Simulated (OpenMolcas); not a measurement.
SiSe at 2.077 Å: OpenMolcas input and output

Input (each module block was a call of its own in one work directory; start orbitals came from a preliminary run):

```
&GATEWAY
Coord
2
angstrom
Se 0.0 0.0 0.0
Si 0.0 0.0 2.0770
Basis=ANO-RCC-VTZP
Group=XY
RX2C
AMFI
ANGMom
0.0 0.0 0.0
RICD
&SEWARD
&GUESSORB
&RASSCF
FileOrb=$CurrDir/o11.orb
Symmetry=1
Spin=1
nActEl=8 0 0
Inactive=12 8
RAS2=3 4
CIRoot=5 5 1
Linear
Iterations=120 100
OrbListing=Nothing
PRWF=0.15
>>COPY $Project.RasOrb $CurrDir/o11.orb
>>COPY $Project.rasscf.h5 $CurrDir/r11.h5
&CASPT2
XMultistate=all
Imaginary=0.2
IPEA=0.25
MaxIter=40
>>COPY $Project.JobMix JOB001
&RASSCF
FileOrb=$CurrDir/o31.orb
Symmetry=1
Spin=3
nActEl=8 0 0
Inactive=12 8
RAS2=3 4
CIRoot=4 4 1
Linear
Iterations=120 100
OrbListing=Nothing
PRWF=0.15
>>COPY $Project.RasOrb $CurrDir/o31.orb
>>COPY $Project.rasscf.h5 $CurrDir/r31.h5
&CASPT2
XMultistate=all
Imaginary=0.2
IPEA=0.25
MaxIter=40
>>COPY $Project.JobMix JOB002
```

```bash
pymolcas m.inp
```

RASSCF and CASPT2 output of these blocks, in excerpt:

```
++    Wave function specifications:
      Number of closed shell electrons          40
      Number of electrons in active shells       8
      Number of inactive orbitals               20
      Number of active orbitals                  7
      Number of secondary orbitals              50
      Spin quantum number                      0.0
      State symmetry                             1
++    Orbital specifications:
      Symmetry species                           1   2
                                                 a   b
      Frozen orbitals                            0   0
      Inactive orbitals                         12   8
      Active orbitals                            3   4
      RAS2 orbitals                              3   4
      Secondary orbitals                        26  24
      Number of basis functions                 41  36
      printout of CI-coefficients larger than  0.15 for root  1
      energy=   -2717.723596
      conf/sym  111 2222     Coeff  Weight
           124  022 0u2d  -0.26679 0.07118
           128  022 u0d2   0.26679 0.07118
           130  022 0022   0.88760 0.78784
      printout of CI-coefficients larger than  0.15 for root  2
      energy=   -2717.582021
      conf/sym  111 2222     Coeff  Weight
           123  022 u02d  -0.67627 0.45735
           124  022 0u2d  -0.15124 0.02287
           128  022 u0d2   0.15125 0.02288
           129  022 0ud2  -0.67628 0.45735
      printout of CI-coefficients larger than  0.15 for root  3
      energy=   -2717.581495
      conf/sym  111 2222     Coeff  Weight
           123  022 u02d  -0.68162 0.46461
           129  022 0ud2   0.68162 0.46461
      printout of CI-coefficients larger than  0.15 for root  4
      energy=   -2717.581495
      conf/sym  111 2222     Coeff  Weight
           124  022 0u2d  -0.68162 0.46461
           128  022 u0d2  -0.68162 0.46461
      printout of CI-coefficients larger than  0.15 for root  5
      energy=   -2717.499893
      conf/sym  111 2222     Coeff  Weight
            70  u2d 0022   0.27257 0.07429
           110  ud2 0022  -0.17726 0.03142
           122  022 uudd  -0.22143 0.04903
           124  022 0u2d   0.56284 0.31679
           128  022 u0d2  -0.56284 0.31679
           130  022 0022   0.33200 0.11022
      Natural orbitals and occupation numbers for root  1
      sym 1:   0.030080   1.980004   1.948018
      sym 2:   0.073784   0.073784   1.947165   1.947165
      Natural orbitals and occupation numbers for root  2
      sym 1:   0.020697   1.985492   1.950407
      sym 2:   0.524996   0.524999   1.496703   1.496706
      Natural orbitals and occupation numbers for root  3
      sym 1:   0.020252   1.984971   1.943238
      sym 2:   0.526800   0.526798   1.498972   1.498970
      Natural orbitals and occupation numbers for root  4
      sym 1:   0.020252   1.984971   1.943238
      sym 2:   0.526798   0.526800   1.498972   1.498970
      Natural orbitals and occupation numbers for root  5
      sym 1:   0.135650   1.964269   1.859590
      sym 2:   0.437492   0.437492   1.582754   1.582753
      RASSCF energy for state  5                  -2717.49989299
::    RASSCF root number  1 Total energy:  -2717.72359619
::    RASSCF root number  2 Total energy:  -2717.58202147
::    RASSCF root number  3 Total energy:  -2717.58149492
::    RASSCF root number  4 Total energy:  -2717.58149492
::    RASSCF root number  5 Total energy:  -2717.49989299
      Von Neumann Entropy (Root   1) =  0.56889
++    Wave function specifications:
      Number of closed shell electrons           8
      Number of electrons in active shells       8
      Number of inactive orbitals                4
      Number of active orbitals                  7
      Number of secondary orbitals              50
      Spin quantum number                      0.0
      State symmetry                             1
      Number of CSFs                           254
      Number of CASSCF root(s) available         5
      CASPT2 state passed to geometry opt.       5
      A file JOBMIX will be created
      This is a MULTI-STATE CASSCF reference
      Number of CI roots used                    5
      These are:                                 1   2   3   4   5
      Off-diagonal elements of Heff are computed
  FINAL CASPT2 RESULT:
      Reference energy:       -2717.7235961946
      E2 (Non-variational):      -0.2255476389
      Shift correction:          -0.0028682623
      E2 (Variational):          -0.2284159012
      Total energy:           -2717.9520120957
      Reference weight:           0.90132
  FINAL CASPT2 RESULT:
      Reference energy:       -2717.5820214748
      E2 (Non-variational):      -0.2167626579
      Shift correction:          -0.0025138237
      E2 (Variational):          -0.2192764816
      Total energy:           -2717.8012979564
      Reference weight:           0.90802
  FINAL CASPT2 RESULT:
      Reference energy:       -2717.5814949202
      E2 (Non-variational):      -0.2154351078
      Shift correction:          -0.0024888443
      E2 (Variational):          -0.2179239522
      Total energy:           -2717.7994188724
      Reference weight:           0.90883
  FINAL CASPT2 RESULT:
      Reference energy:       -2717.5814949202
      E2 (Non-variational):      -0.2151111491
      Shift correction:          -0.0024587015
      E2 (Variational):          -0.2175698505
      Total energy:           -2717.7990647708
      Reference weight:           0.90926
  FINAL CASPT2 RESULT:
      Reference energy:       -2717.4998929897
      E2 (Non-variational):      -0.2343888827
      Shift correction:          -0.0058336772
      E2 (Variational):          -0.2402225599
      Total energy:           -2717.7401155495
      Reference weight:           0.88530
       Total XMS-CASPT2 energies:
::    XMS-CASPT2 Root  1     Total energy:  -2717.94850341
::    XMS-CASPT2 Root  2     Total energy:  -2717.80129799
::    XMS-CASPT2 Root  3     Total energy:  -2717.79941898
::    XMS-CASPT2 Root  4     Total energy:  -2717.79906466
::    XMS-CASPT2 Root  5     Total energy:  -2717.74362420
++    Wave function specifications:
      Number of closed shell electrons          40
      Number of electrons in active shells       8
      Number of inactive orbitals               20
      Number of active orbitals                  7
      Number of secondary orbitals              50
      Spin quantum number                      1.0
      State symmetry                             1
      printout of CI-coefficients larger than  0.15 for root  1
      energy=   -2717.613810
      conf/sym  111 2222     Coeff  Weight
           102  022 u02u   0.15722 0.02472
           105  022 u0u2   0.67384 0.45405
           149  022 0u2u  -0.67384 0.45405
           150  022 0uu2   0.15722 0.02472
      printout of CI-coefficients larger than  0.15 for root  2
      energy=   -2717.596496
      conf/sym  111 2222     Coeff  Weight
           102  022 u02u  -0.66033 0.43603
           105  022 u0u2   0.21681 0.04701
           149  022 0u2u   0.21681 0.04701
           150  022 0uu2   0.66033 0.43603
      printout of CI-coefficients larger than  0.15 for root  3
      energy=   -2717.596496
      conf/sym  111 2222     Coeff  Weight
           102  022 u02u   0.21681 0.04701
           105  022 u0u2   0.66033 0.43603
           149  022 0u2u   0.66033 0.43603
           150  022 0uu2  -0.21681 0.04701
      printout of CI-coefficients larger than  0.15 for root  4
      energy=   -2717.584884
      conf/sym  111 2222     Coeff  Weight
           102  022 u02u   0.67335 0.45340
           105  022 u0u2  -0.15711 0.02468
           149  022 0u2u   0.15711 0.02468
           150  022 0uu2   0.67335 0.45340
      Natural orbitals and occupation numbers for root  1
      sym 1:   0.024903   1.981674   1.964009
      sym 2:   0.524129   0.524129   1.490579   1.490579
      Natural orbitals and occupation numbers for root  2
      sym 1:   0.021263   1.983756   1.962310
      sym 2:   0.522876   0.522876   1.493460   1.493460
      Natural orbitals and occupation numbers for root  3
      sym 1:   0.021263   1.983756   1.962310
      sym 2:   0.522876   0.522876   1.493460   1.493460
      Natural orbitals and occupation numbers for root  4
      sym 1:   0.020679   1.982255   1.946277
      sym 2:   0.527883   0.527883   1.497511   1.497511
      RASSCF energy for state  4                  -2717.58488389
::    RASSCF root number  1 Total energy:  -2717.61381001
::    RASSCF root number  2 Total energy:  -2717.59649589
::    RASSCF root number  3 Total energy:  -2717.59649589
::    RASSCF root number  4 Total energy:  -2717.58488389
      Von Neumann Entropy (Root   1) =  1.76249
++    Wave function specifications:
      Number of closed shell electrons           8
      Number of electrons in active shells       8
      Number of inactive orbitals                4
      Number of active orbitals                  7
      Number of secondary orbitals              50
      Spin quantum number                      1.0
      State symmetry                             1
      Number of CSFs                           288
      Number of CASSCF root(s) available         4
      CASPT2 state passed to geometry opt.       4
      A file JOBMIX will be created
      This is a MULTI-STATE CASSCF reference
      Number of CI roots used                    4
      These are:                                 1   2   3   4
      Off-diagonal elements of Heff are computed
  FINAL CASPT2 RESULT:
      Reference energy:       -2717.6138100106
      E2 (Non-variational):      -0.2104856075
      Shift correction:          -0.0023287550
      E2 (Variational):          -0.2128143624
      Total energy:           -2717.8266243730
      Reference weight:           0.91178
  FINAL CASPT2 RESULT:
      Reference energy:       -2717.5964958907
      E2 (Non-variational):      -0.2120559640
      Shift correction:          -0.0022917505
      E2 (Variational):          -0.2143477145
      Total energy:           -2717.8108436052
      Reference weight:           0.91168
  FINAL CASPT2 RESULT:
      Reference energy:       -2717.5964958907
      E2 (Non-variational):      -0.2120408035
      Shift correction:          -0.0022970827
      E2 (Variational):          -0.2143378862
      Total energy:           -2717.8108337769
      Reference weight:           0.91163
  FINAL CASPT2 RESULT:
      Reference energy:       -2717.5848838935
      E2 (Non-variational):      -0.2114311158
      Shift correction:          -0.0022730502
      E2 (Variational):          -0.2137041660
      Total energy:           -2717.7985880595
      Reference weight:           0.91242
       Total XMS-CASPT2 energies:
::    XMS-CASPT2 Root  1     Total energy:  -2717.82662462
::    XMS-CASPT2 Root  2     Total energy:  -2717.81084426
::    XMS-CASPT2 Root  3     Total energy:  -2717.81083312
::    XMS-CASPT2 Root  4     Total energy:  -2717.79858782
```

Only roots inside an energy window near the equilibrium distance were included, so the list of states is not complete; labels number the states computed. Each spin and symmetry block has orbitals of its own, averaged over its own roots, so gaps between blocks are less sure than gaps within one and near the minimum can be off by tenths of an eV, in bad cases by more. No Rydberg orbitals are active, so Rydberg states, and σ→σ* states whose orbital the CASSCF left unused, can be missing between those listed. CASPT2 splits the two components of degenerate states numerically, here by up to 78 cm⁻¹. No roots were computed in block 5a (none fell in the window or the block failed), so states of that kind are missing and can lie low or lowest.
